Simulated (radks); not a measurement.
Problem. All-electron atom: the ruthenium ion Ru4+ in [Kr] 4d4 (the NIST ground configuration). Method: Dirac Kohn-Sham, relativistic LDA (MacDonald-Vosko exchange, VWN5 correlation), spin-unpolarised, spherical densities, finite nucleus; open shells fill j = l - 1/2 first; Fermi nuclear charge, rms radius 4.4809 fm; computed with a radial shooting solver on a logarithmic mesh with Libxc functionals.

Spin-orbit splittings of the eigenvalues, e(l+1/2) - e(l-1/2), with zeta = 2 splitting/(2l+1) and mean radii in bohr:

| shell | occ. | splitting (eV) | zeta (eV) | <r> j=l-1/2 | <r> j=l+1/2 |
|---|---|---|---|---|---|
| 2p | 6 | 129.8 | 86.54 | 0.1239 | 0.1286 |
| 3p | 6 | 22.07 | 14.72 | 0.3964 | 0.4071 |
| 3d | 10 | ? | ? | 0.3822 | 0.3857 |
| 4p | 6 | 3.616 | 2.411 | 1.077 | 1.104 |
| 4d | 4 | 0.4617 | 0.1847 | 1.365 | 1.376 |

Estimate the 3d splitting.

Solution. 4.324 eV (zeta = 1.730 eV).
